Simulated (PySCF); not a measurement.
**Partial charges of `CS[SiH2]/C=C\CCC#N`**

C6H11NSSi.
Cartesian coordinates in Å at the GFN2-xTB level; atoms count from 1:
```xyz
20
C6H11NSSi angstrom
C      3.1750   -0.5685    1.1925
S      1.5142   -0.9431    0.5611
Si     1.4450    0.4037   -1.1208
C     -0.1628    0.0718   -2.0267
C     -1.3905    0.2285   -1.5474
C     -1.7221    0.6949   -0.1678
C     -2.1149   -0.5058    0.7138
C     -2.5621   -0.0644    2.0079
N     -2.9249    0.3078    3.0262
H      3.3363   -1.2123    2.0505
H      3.9135   -0.7796    0.4251
H      3.2260    0.4732    1.4941
H      2.5900    0.0860   -1.9724
H      1.5715    1.7635   -0.5937
H     -0.0603   -0.2862   -3.0430
H     -2.2494   -0.0180   -2.1628
H     -2.5568    1.4001   -0.2070
H     -0.8631    1.1963    0.2811
H     -2.9213   -1.0762    0.2436
H     -1.2487   -1.1612    0.8428
```

Density: PBE0/pcSseg-1 (PySCF); schemes: Mulliken, IAO, Hirshfeld and ESP-fitted. Isolated species at its GFN2-xTB geometry (one conformer only).

**Question.** What partial charge does each atom carry?

**Answer.** In e; atoms taken as equivalent share a row and are averaged (×n: the atom named and its like, n in all):

| atom | environment | Mulliken | IAO | Hirshfeld | ESP-fitted |
| --- | --- | --- | --- | --- | --- |
| C1 | S-methyl carbon | -0.381 | -0.498 | -0.114 | -0.409 |
| S2 | sulfur bonded to C and Si | -0.343 | -0.196 | -0.087 | -0.244 |
| Si3 | SiH2 silicon | +0.605 | +0.675 | +0.310 | +0.409 |
| C4 | alkene CH carbon | -0.414 | -0.444 | -0.145 | -0.417 |
| C5 | alkene CH carbon | -0.125 | -0.099 | -0.018 | -0.120 |
| C6 | allylic carbon | -0.245 | -0.253 | -0.058 | +0.025 |
| C7 | sp3 carbon next to a nitrile | -0.204 | -0.292 | -0.040 | -0.187 |
| C8 | nitrile carbon | +0.051 | +0.145 | +0.087 | +0.348 |
| N9 | nitrile nitrogen | -0.248 | -0.254 | -0.236 | -0.474 |
| H10/H11/H12 | methyl hydrogen | +0.158 | +0.163 | +0.050 | +0.167 |
| H13/H14 | Si–H hydrogen | -0.055 | -0.123 | -0.077 | -0.061 |
| H15 | vinylic hydrogen | +0.133 | +0.162 | +0.046 | +0.198 |
| H16 | vinylic hydrogen | +0.112 | +0.146 | +0.051 | +0.135 |
| H17/H18 | methylene hydrogen | +0.161 | +0.153 | +0.047 | +0.063 |
| H19/H20 | methylene hydrogen | +0.188 | +0.180 | +0.056 | +0.115 |

Mean size of the charges over all atoms: IAO 0.228 e, Mulliken 0.207 e, ESP-fitted 0.197 e, Hirshfeld 0.085 e. Each set sums to the total charge, 0, to within 0.001 e. The IAO scheme projects the occupied orbitals on a minimal set of polarised atomic orbitals and counts the electrons in each atom's part of it.

Some averages cover members that differ in this geometry: H10/H11/H12, ESP-fitted +0.144 to +0.205; H19/H20, Mulliken +0.166 to +0.209 e.

Lowest charge. The schemes don't all agree: Mulliken C4 (-0.414); IAO C1 (-0.498); Hirshfeld N9 (-0.236); ESP-fitted N9 (-0.474).

Highest charge. All schemes agree: Mulliken Si3 (+0.605); IAO Si3 (+0.675); Hirshfeld Si3 (+0.310); ESP-fitted Si3 (+0.409).

**Question.** How many electrons does the IAO scheme count on C4?

**Answer.** Z − q = 6 − (-0.444) = 6.444.

**Question.** How closely do the schemes follow one another over all atoms?

**Answer.** Correlation coefficient and root-mean-square difference: Mulliken with IAO 0.98, 0.060 e; IAO with Hirshfeld 0.91, 0.175 e; Hirshfeld with ESP-fitted 0.90, 0.148 e; Mulliken with Hirshfeld 0.90, 0.155 e; IAO with ESP-fitted 0.89, 0.122 e; Mulliken with ESP-fitted 0.87, 0.122 e.
